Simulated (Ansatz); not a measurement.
The same path of ClFGeH2 + H3P (9 atoms, charge 0, multiplicity 1) was run 3 times with different band settings. Lost on the way: Ge1–Cl2, P6–H9. Made: Ge1–P6, Cl2–H9.

Level of theory: RKS revPBE-D4/def2-SVP in Ansatz 0.2.0.

Relaxed end points:

```xyz
9
Properties=species:S:1:pos:R:3
Ge 0.509 0.027 -0.134
Cl 0.990 -0.058 1.982
H 1.827 0.052 -0.943
H -0.501 1.172 -0.373
F -0.309 -1.482 -0.531
P -3.245 0.207 1.232
H -2.704 -0.933 0.537
H -4.062 -0.617 2.087
H -2.155 0.215 2.175
```

```xyz
9
Properties=species:S:1:pos:R:3
Ge -0.515 -0.322 -0.239
Cl 0.377 1.291 2.907
H 0.672 -1.134 0.336
H -0.154 1.132 -0.633
F -0.995 -1.136 -1.743
P -2.333 -0.349 1.241
H -3.298 -0.006 0.233
H -2.542 -1.767 1.129
H -0.861 0.872 2.803
```

Common settings: climbing image yes; spring 5.0 eV/Å²; optimiser quadratic models (default); start path through a guess of the saddle point; force threshold 0.05 eV/Å; end points relaxed.

| run | movable images | iteration limit |
| --- | --- | --- |
| 1 | 9 | 60 |
| 2 | 2 | 60 |
| 3 | 9 | 10 |

(1) What does each run give, and how far can it be trusted?

## Answers

(1) Run 1: converged after 39 iterations, highest image 1.905 eV above the first end. The profile has 3 maxima (images 1, 4, 7) with wells between them (images 2, 6): this band takes more than one step, which may be the mechanism or a detour left from its start path. Neighbouring images differ by up to 1.9 eV, so the band resolves the path poorly. A vibrational analysis at the climbing image gives one clearly imaginary mode, 662i cm⁻¹: a first-order saddle point.
Run 2: not converged after 60 iterations, highest image 1.526 eV above the first end. The band didn't meet its force threshold, so its energies are provisional: the largest band force was still 2.02 eV/Å, and over the last iterations the top moved between 1.28 and 1.53 eV. Neighbouring images lie up to 4.8 Å apart, so the band is torn or far too coarse. So few images can step over the top or miss a turn of the path.
Run 3: not converged after 10 iterations, highest image 2.076 eV above the first end. The band didn't meet its force threshold, so its energies are provisional: the largest band force was still 0.42 eV/Å, and over the last iterations the top moved between 2.08 and 2.15 eV.
The orbitals stay closed-shell, which can raise the energy where a bond breaks towards radicals; this wasn't checked here.
